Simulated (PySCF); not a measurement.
Si(Cl)(OMe) (CH3ClOSi), SMILES O(C)[Si]Cl (connectivity only; charge and spin as stated), neutral, multiplicity 1.

The structure is a stationary point at ωB97X-D3(BJ)/def2-SVP. The values are those of a single conformer.

Level of theory: PySCF with ωB97X/def2-TZVPD.

Symmetry labels are those of the subgroup Cs that the program uses (full group Cs).

Computed valence orbital energies around the gap with their symmetry:
```csv
orbital,symmetry,energy (eV)
HOMO−7,A',-15.83
HOMO−6,A",-15.80
HOMO−5,A',-14.78
HOMO−4,A",-12.31
HOMO−3,A',-12.04
HOMO−2,A',-11.63
HOMO−1,A",-11.52
HOMO,A',-9.84
LUMO,A",0.09
LUMO+1,A',1.71
LUMO+2,A',1.89
LUMO+3,A',2.37
```
